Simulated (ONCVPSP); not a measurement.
# Cutoff test, praseodymium, ONCV

* Element: Pr
* Generator: ONCVPSP 4.0.1
* Type: optimised norm-conserving Vanderbilt (ONCV)
* Functional: LDA (Perdew-Zunger)
* Relativity: scalar-relativistic
* Frozen core: [Xe] 4f2
* Valence charge: 3
* Reference configuration: 5d1 6s1 (charge +1)
* Partial waves: 6s: rc 3.15 bohr, ncon 4, nbas 7, qcut 1.8 1/bohr, 2 projectors, debl 1.7 Ha; p scattering state at 0.02 Ha: rc 3.00 bohr, ncon 4, nbas 9, qcut 2.2 1/bohr, local; 5d: rc 3.00 bohr, ncon 4, nbas 8, qcut 5.4 1/bohr, 3 projectors, debl 2.8 Ha
* Local potential: the p channel
* Core correction: Teter function, fcfact 3, rcfact 1.45

In the p channel the program set the typed energies aside and used 0.050 Ha.

Problem. For each optimised wave give the share of its norm inside rc, the residual kinetic energy above qcut (Ha) and the cutoffs (Ha) for errors of 10, 1, 0.1 and 0.01 mHa per electron.

Solution.

```tsv
wave	norm inside rc	residual KE	10 mHa	1 mHa	0.1 mHa	0.01 mHa
6s	0.291	1.3e-03	1.0	1.8	6.2	12.1
s projector 2	0.166	2.3e-01	5.3	14.3	18.1	24.9
p projector 1	0.088	3.0e-03	0.9	15.2	29.6	38.5
5d	0.675	5.6e-09	5.0	7.0	8.9	10.6
d projector 2	0.199	2.8e-06	7.1	9.5	11.0	12.2
d projector 3	0.137	8.5e-05	8.8	9.9	14.3	21.8
```

The occupied waves need 7.0 Ha and 8.9 Ha for 1 and 0.1 mHa. Note: no bound ghost flagged; GHOST(+) flagged for s at 3.8 eV. 2 of 4 tests not solved or not reliable.
